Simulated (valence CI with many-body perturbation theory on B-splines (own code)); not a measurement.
## Energy levels of Re24+

Computed by configuration interaction combined with many-body perturbation theory (CI+MBPT): five valence electrons over a frozen Dirac-Fock core [Kr] 4d10, radial functions for each j: 7 s, 7 p, 7 d, 7 f, 4 g, 2 h, with the one-electron correlation potential Σ1 (screened to all orders), the two-electron term Σ2, the three-electron term Σ3, Breit, model QED; selected single and double excitations, second order for the rest, scaled by the run's own slope (own B-spline code, finite nucleus).

No measured spectrum was set against this ion. As an estimate, terms of the open shell hold to a few per cent of their energy, and close levels can change places. Among the levels kept, up to 1000 cm⁻¹ of a level comes from second order outside the variational space, and about a tenth of that is noise between levels of different J, which matters for small intervals. Only levels of the ground parity were solved; by the run's estimate the other parity begins above the list, which can be wrong where configurations are misplaced.

Levels 1 to 45 of 194, with energies above the lowest level, 4f⁵ ⁶H°_5/2. "Leading %" is the weight of the configuration and term that name the level; weights of strongly mixed levels are sums over their largest components and can fall short.

```tsv
No.	Configuration	Term	J	E (cm⁻¹)	Leading %	g	Second component
1	4f⁵	⁶H°	5/2	0.0	68	0.408	24 % 4f⁵ ⁴G°
2	4f⁵	⁶H°	7/2	11366	81	0.859	15 % 4f⁵ ⁴G°
3	4f⁵	⁶H°	9/2	21421	87	1.066	7 % 4f⁵ ⁴G°
4	4f⁵	⁶F°	5/2	24848	49	1.143	18 % 4f⁵ ⁴F°
5	4f⁵	⁶F°	3/2	25199	70	0.973	16 % 4f⁵ ⁴F°
6	4f⁵	⁶F°	1/2	26289	82	-0.539	15 % 4f⁵ ⁴D°
7	4f⁵	⁶H°	11/2	29885	84	1.174	8 % 4f⁵ ⁴I°
8	4f⁵	⁶F°	7/2	34713	69	1.324	16 % 4f⁵ ⁴F°
9	4f⁵	⁶H°	13/2	36852	73	1.228	18 % 4f⁵ ⁴I°
10	4f⁵	⁶H°	15/2	40996	48	1.208	27 % 4f⁵ ⁴I°
11	4f⁵	⁶F°	9/2	44268	77	1.382	10 % 4f⁵ ⁴F°
12	4f⁵	⁶F°	5/2	49843	35	0.931	20 % 4f⁵ ⁴G°
13	4f⁵	⁶F°	11/2	53125	76	1.400	19 % 4f⁵ ⁴G°
14	4f⁵	⁴M°	15/2	54031	47	0.978	21 % 4f⁵ ⁶H°
15	4f⁵	⁴F°	3/2	57226	76	0.551	18 % 4f⁵ ⁶F°
16	4f⁵	⁴I°	9/2	61039	68	0.811	18 % 4f⁵ ²H°
17	4f⁵	⁴L°	13/2	61163	44	0.937	24 % 4f⁵ ⁴K°
18	4f⁵	⁴K°	11/2	61806	50	0.897	26 % 4f⁵ ⁴I°
19	4f⁵	⁴P°	5/2	65049	32	1.383	22 % 4f⁵ ⁶P°
20	4f⁵	⁴G°	7/2	65114	47	1.051	15 % 4f⁵ ⁶F°
21	4f⁵	⁴M°	17/2	68466	66	1.005	17 % 4f⁵ ⁴L°
22	4f⁵	²P°	1/2	72601	64	0.415	22 % 4f⁵ ⁴D°
23	4f⁵	⁶P°	3/2	75259	51	1.966	34 % 4f⁵ ⁴P°
24	4f⁵	⁴L°	15/2	76589	34	1.013	30 % 4f⁵ ⁴K°
25	4f⁵	⁴G°	9/2	76768	53	1.096	28 % 4f⁵ ⁴H°
26	4f⁵	⁴M°	19/2	78244	66	1.064	16 % 4f⁵ ⁴L°
27	4f⁵	⁴F°	5/2	79459	58	0.912	25 % 4f⁵ ⁴G°
28	4f⁵	²K°	15/2	82117	26	1.060	21 % 4f⁵ ⁴L°
29	4f⁵	⁴K°	13/2	82331	36	0.943	33 % 4f⁵ ⁴L°
30	4f⁵	⁴H°	11/2	82498	39	1.119	21 % 4f⁵ ⁴G°
31	4f⁵	⁴H°	7/2	82559	45	0.821	31 % 4f⁵ ²G°
32	4f⁵	⁴M°	21/2	83147	61	1.096	31 % 4f⁵ ²N°
33	4f⁵	²G°	9/2	83818	24	1.067	21 % 4f⁵ ⁴I°
34	4f⁵	⁴I°	11/2	86354	50	0.926	33 % 4f⁵ ⁴K°
35	4f⁵	⁴L°	17/2	86459	43	1.032	27 % 4f⁵ ²M°
36	4f⁵	⁴D°	7/2	87279	45	1.442	31 % 4f⁵ ⁶P°
37	4f⁵	⁴I°	13/2	87558	38	1.024	30 % 4f⁵ ²K°
38	4f⁵	⁶P°	5/2	90072	40	1.448	19 % 4f⁵ ⁴D°
39	4f⁵	⁴H°	13/2	91466	47	1.131	17 % 4f⁵ ⁴I°
40	4f⁵	⁴D°	3/2	93110	55	1.345	13 % 4f⁵ ⁶P°
41	4f⁵	⁴F°	7/2	94652	43	1.101	15 % 4f⁵ ²G°
42	4f⁵	⁴H°	9/2	94730	35	1.029	23 % 4f⁵ ⁴G°
43	4f⁵	⁴G°	7/2	95039	61	1.024	13 % 4f⁵ ⁴F°
44	4f⁵	⁴K°	17/2	96336	56	1.097	20 % 4f⁵ ⁴M°
45	4f⁵	⁴G°	5/2	98085	79	0.665	9 % 4f⁵ ²F°
```

Names give the largest LS component (configuration and term), which can be under half, so a name can repeat, a term be missing and a line seem to break the LS rules; names also repeat where a configuration has a term twice.

Where two levels of one J and parity lie close, their mixing, g and order are uncertain.

The ionisation energy to 4f⁴ ⁵I4 of the next ion comes out as 737.08 eV (NIST: 760 ± 40 eV (theoretical)). All 194 levels together are meant to be complete up to 302920 cm⁻¹.
